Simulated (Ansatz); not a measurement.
A nudged elastic band was laid between two geometries of FH3NOSc (7 atoms, charge 0, multiplicity 1).

The calculation used RKS r2SCAN-D4/def2-SVPD in Ansatz.

```
movable images  : 9
climbing image  : yes
spring          : 5.0 eV/Å²
optimiser       : quadratic models (default)
start path      : IDPP
force threshold : 0.05 eV/Å
iteration limit : 54
end points      : relaxed
```

Image 0:

```xyz
7
Properties=species:S:1:pos:R:3
N -0.825 1.182 -0.184
Sc -0.005 -0.618 -0.242
O 1.511 -0.877 0.836
F -0.803 -1.888 -1.355
H -1.643 1.489 -0.705
H -0.506 1.972 0.373
H 2.270 -1.259 1.276
```

Image 10:

```xyz
7
Properties=species:S:1:pos:R:3
N -0.825 1.182 -0.181
Sc -0.005 -0.618 -0.243
O 1.514 -0.875 0.831
F -0.804 -1.891 -1.352
H -0.505 1.974 0.373
H -1.647 1.487 -0.698
H 2.273 -1.258 1.269
```

(1) What changes between the two ends?

(2) Give the energies along the band, and the barrier.

(3) What is the geometry of the highest image?

(4) What are the harmonic wavenumbers there?

Answers

(1) No bond is made or broken. The dihedral H6–N1–Sc2–F4 goes from 180 to 0°. The two ends are copies of one structure, up to a mirror image or an exchange of like atoms.

(2) The forces met the threshold. The highest image is number 5 of 0 to 10, 0.35 eV above the ends, which have the same energy within 2 meV. A vibrational analysis at the climbing image gives one clearly imaginary mode, 376i cm⁻¹: a first-order saddle point.

| image | path coordinate (Å) | energy (eV) | dihedral H6–N1–Sc2–F4 (°) |
| --- | --- | --- | --- |
| 0 | 0.00 | 0.00 | 180 |
| 1 | 0.35 | 0.03 | 169 |
| 2 | 0.70 | 0.12 | 152 |
| 3 | 1.05 | 0.22 | 133 |
| 4 | 1.39 | 0.31 | 112 |
| 5 | 1.75 | 0.35 | 90 |
| 6 | 2.10 | 0.31 | 69 |
| 7 | 2.45 | 0.22 | 49 |
| 8 | 2.80 | 0.12 | 31 |
| 9 | 3.15 | 0.03 | 14 |
| 10 | 3.50 | 0.00 | 0 |

(3) 
```xyz
7
Properties=species:S:1:pos:R:3:forces:R:3
N -0.984 1.085 0.046 0.00 0.01 0.00
Sc -0.028 -0.663 -0.119 -0.01 0.01 0.00
O 1.822 -0.827 0.138 0.00 -0.01 0.00
F -0.989 -2.201 -0.568 0.00 0.00 0.00
H -1.154 1.764 -0.695 0.00 0.00 -0.01
H -1.410 1.476 0.884 0.00 -0.01 0.01
H 2.743 -0.634 0.314 0.00 0.00 0.00
```

(4) 376i, 53, 157, 167, 253, 332, 386, 451, 607, 672, 728, 1514, 3522, 3608, 3973 cm⁻¹.

Time of the run: 9.5 min on 2 threads of Arm Neoverse V1, with other jobs on the host, peak memory 0.19 GiB.
